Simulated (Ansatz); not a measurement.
A made-up structure of SnH$_{3}$O (charge -1), closed shell:

O1  (-0.760, 0.231, 1.802)
Sn2  (-0.034, 0.010, 0.081)
H3  (-1.010, 0.623, -1.256)
H4  (-0.986, 0.258, 2.744)
H5  (1.523, 0.788, -0.207)
(Å)

It is relaxed with PBE-D4/def2-SVPD and then PBE0-D4/def2-TZVPD (Ansatz 0.2.0). Atoms count as bonded within 1.22 times the sum of their covalent radii (H–H: 0.88 Å). The end point is not checked to be a true minimum.

Does its bonding change? (Judge from chemistry; the calculation decides.)

The calculation gives: No: no bond forms or breaks.

Where it ends: The first stage lowers the energy by 1.82 eV in 11 steps. It ends as SnH₃O ([OH][SnH2]), total charge -1:
O1  (-0.763, 0.694, 1.800)
Sn2  (0.033, -0.273, 0.127)
H3  (-0.994, 0.594, -1.077)
H4  (-0.926, -0.004, 2.436)
H5  (1.383, 0.900, -0.123)
(Å)

Labels in which every atom is bracketed show which atoms are joined, not bond orders.

For scale, one of the runs: PBE0-D4/def2-TZVPD relaxation, 123 basis functions, launched by `ansatz run in.yaml --threads 2 --pin off --events-out ev --progress --plain --max-ram 4352MiB`. Hardware: 2 CPU threads of an Arm Neoverse V1, shared host. Wall time about 16 s.
